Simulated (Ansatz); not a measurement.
Molecule: C2H5Br2Si (charge 0, doublet). It need not be the lowest isomer of its formula. 
Structure (B3LYP-D3(BJ)/def2-TZVP (Ansatz, a first-principles code) minimum search):
```xyz
10

Si    -0.0584    -0.7275     0.1078
C     -1.6486    -1.5902     0.3378
C      1.4189    -1.8477     0.1685
Br     0.1392     0.8375     1.7024
Br    -0.1008     0.3273    -1.8712
H     -2.5956    -1.0649     0.3264
H     -1.7063    -2.6615     0.4946
H      1.3497    -2.6006    -0.6189
H      1.4676    -2.3499     1.1365
H      2.3372    -1.2786     0.0256
```
Charge 0, spin multiplicity 2.

Basis-set convergence of Hartree-Fock and MP2 correlation energies (hartree) with Ansatz. Correlated levels leave the core frozen unless marked. UHF or UKS for open shells. No spin-orbit coupling. Frozen are the shells of the preceding noble gas and the d and f shells that filled before the atom's block. No relativistic terms.

| basis | functions | E(HF) | E(corr, MP2) |
|---|---|---|---|
| def2-SVP | 135 | -5511.71627 | -0.58719 |
| def2-TZVPP | 270 | -5512.54281 | -0.75565 |
| def2-QZVPP | 512 | -5512.65394 | -0.82213 |

Extrapolating the two largest sets (X = 3 and 4) as X^-3: E(corr) = (64·(-0.82213) - 27·(-0.75565))/37 = -0.8706 Eh, an estimate of the basis-set limit. The largest set recovers 94.4 % of it, the smallest 67.4 %.
